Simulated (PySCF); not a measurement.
diboron tetrafluoride anion (B2F4), SMILES FB(F)B(F)F (connectivity only; charge and spin as stated), charge -1, multiplicity 2.

Geometry: PBE-D3(BJ)/def2-SVPD. The spin state was assumed, not searched. One conformer was computed; it need not be the lowest.

All values below come from PBE-D3(BJ)/def2-SVPD in PySCF.

No scaling factor is applied to the harmonic values.

```csv
mode,ν (cm⁻¹),IR (km/mol),moving atoms (share of kinetic energy)
1,112,0.0,F 100 %
2,137,0.2,F 92 %
3,310,0.0,F 98 %
4,324,2.0,"B 78 %, F 22 %"
5,379,0.0,"F 83 %, B 17 %"
6,403,0.0,B 93 %
7,462,1.9,"F 86 %, B 14 %"
8,603,0.0,F 93 %
9,957,491.3,"B 64 %, F 36 %"
10,1062,509.5,"B 70 %, F 30 %"
11,1064,0.0,"B 79 %, F 21 %"
12,1348,0.0,"B 91 %, F 9 %"
```
